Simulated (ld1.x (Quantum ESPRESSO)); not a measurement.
# Before and after: TM potential for oxygen (O)

ld1.x (Quantum ESPRESSO) 7.5 input, shortened:

```
&input
   title='O', zed=8., rel=0, dft='PZ', iswitch=3,
   config='[He] 2s2 2p3 3d-2'
 /
 &inputp
   pseudotype=2, tm=.true., lloc=-1, rcloc=0.75,
   nlcc=.true., rcore=0.60
 /
3
2S  1  0   2.00   0.00  0.60  0.60  0.0
2P  2  1   3.00   0.00  1.80  1.80  0.0
3D  3  2  -2.00   0.15  1.95  1.95  0.0
 &test
   configts(1)='2s2 2p3'
 /
```

Change: type RRKJ; local potential all-electron potential smoothed inside 1.40 bohr (lloc = -1).

Cutoffs: the cutoffs (Ry, on a coarse ladder) from which the occupation-weighted sum of valence levels, in a spherical-Bessel basis at the reference potential, stays within 10 and 1 mRy of its value at 400 Ry; they do not see the model core or the augmentation charge, which bear on the density cutoff. Errors are all-electron minus pseudo energies relative to the spin-unpolarised reference configuration.

Task: Predict the effect on cutoff, ghosts and configuration errors.

Result: Of the 9 tests that both files solve, the error grows in 7 and shrinks in 1 by more than 15 % and 0.3 meV (median size 100.2 → 78.0 meV); the range in which the s phases agree narrows (upper end at the end of the scan → 0.7); neither file shows a bound ghost.

| quantity | base | changed |
| --- | --- | --- |
| cutoff, loose | 200 Ry | 200 Ry |
| cutoff, tight | over 300 Ry | 260 Ry |
| loose cutoff by channel (10 mRy a level) | s 160 Ry, p 40 Ry | s 200 Ry, p 35 Ry |
| bound ghosts | none | none |
| error for 2s2 2p4, meV [ΔE -16.59 eV] | +42 | +57 |
| error for 2s2 2p2, meV [ΔE 33.72 eV] | +169 | +225 |
| error for 2s2 2p1, meV [ΔE 87.68 eV] | +1082 | +1413 |
| error for 2s2 2p3.5, meV [ΔE -10.22 eV] | +16 | +22 |
| error for 2s2 2p4.3, meV [ΔE -18.77 eV] | +53 | +72 |
| error for 2s1 2p5, meV [ΔE -2.06 eV] | +183 | +243 |
| error for 2s0 2p6, meV [ΔE 12.53 eV] | +360 | +450 |
| error for 2s2 2p3 (spin-polarised), meV [ΔE -4.01 eV] | +100 | +26 |
| error for 2s2 2p4 (spin-polarised), meV [ΔE -18.00 eV] | +84 | +78 |
| s: phases at 2.15 bohr within 0.05 rad from the reference energy up to (Ry; the scan ends near 5) | to the end of the scan | 0.7 |
| p: phases at 2.15 bohr within 0.05 rad from the reference energy up to (Ry; the scan ends near 5) | 0.7 | 0.4 |
| d: phases at 2.15 bohr within 0.05 rad from the reference energy up to (Ry; the scan ends near 5) | to the end of the scan | to the end of the scan |
